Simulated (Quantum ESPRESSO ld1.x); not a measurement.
The numbers below are computed, except where a source is named.
One sound ld1.x (Quantum ESPRESSO 7.5) input for the oxygen ion O3+ gives E = -70.8869 hartree in 18 iterations:

```
 &input
    zed=8.0,
    iswitch=1,
    rel=0,
    dft='PBESOL',
    config='[He] 2s2 2p1',
    verbosity='high',
    prefix='ld1',
    max_out_wfc=37,
    file_charge='ld1.rho',
 /
```

Changed or added lines, one case at a time, and what came of them:

- isic=1 latt=1: refused. The program stops in ld1_readin with "isic and latter correction not allowed": the two corrections exclude each other.
- noscf=.true.: ran as typed. With noscf the program prints the levels of a bare nucleus, with no screening and no total energy; they are not those of the atom.
- xmin=-14.0: usable despite the warning. The mesh starts very near the nucleus, where rounding noise keeps the residual above the threshold; the energy differs from the sound run by less than 1e-5 hartree.
- iswitch=7: refused. The program stops in ld1_readin with "wrong iswitch": iswitch takes 1 to 4.
- config='[Pd] 2s2 2p1': refused. The program stops in el_config with "wrong core: Pd": the cores known are He, Ne, Ar, Kr, Xe, Hg and Rn.
- tr2=1e-25: usable despite the warning. The threshold lies below the rounding noise, so the cycle runs to its limit and warns, but the energy differs from the sound run by less than 1e-5 hartree.
- beta=0.95: harmless. The Broyden-type mixing copes: 7 iterations against 18, same energy.
